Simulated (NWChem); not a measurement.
Molecule: C$_{2}$H$_{5}$FOSi; SMILES C=C([SiH2]O)F

```xyz
10

C      0.9686     1.8071     0.4026
C      0.0684     0.9084     0.0061
F     -1.2383     1.2987    -0.1378
Si     0.3572    -0.8999    -0.4263
O     -0.3873    -1.9425     0.6373
H      0.6954     2.8393     0.6053
H      2.0056     1.5176     0.5324
H      1.8089    -1.1676    -0.3186
H     -0.1351    -1.1050    -1.8166
H     -1.3544    -1.9273     0.6547
```
Atoms are numbered in this order, from 1.

Computed with NWChem. Pople sets run with spherical d functions. All runs use the structure optimised with B3LYP/6-31G* (spherical d).

Q: Taking Hartree-Fock/6-311++G** as the yardstick, which of these has the fewest basis functions while keeping “highest occupied level (eV)” within 0.2 eV of it: Hartree-Fock/3-21G; Hartree-Fock/STO-3G; Hartree-Fock/6-311G**; Hartree-Fock/6-31+G*; Hartree-Fock/6-31G*?

A: Hartree-Fock/3-21G (a larger set in the list lies outside the tolerance).
```csv
level,basis functions,highest occupied level (eV)
Hartree-Fock/STO-3G,34,-8.03
Hartree-Fock/3-21G,59,-10.51
Hartree-Fock/6-31G*,84,-10.36
Hartree-Fock/6-31+G*,104,-10.57
Hartree-Fock/6-311G**,128,-10.53
Hartree-Fock/6-311++G**,153,-10.62
```

The yardstick is one finite set, not the basis-set limit.
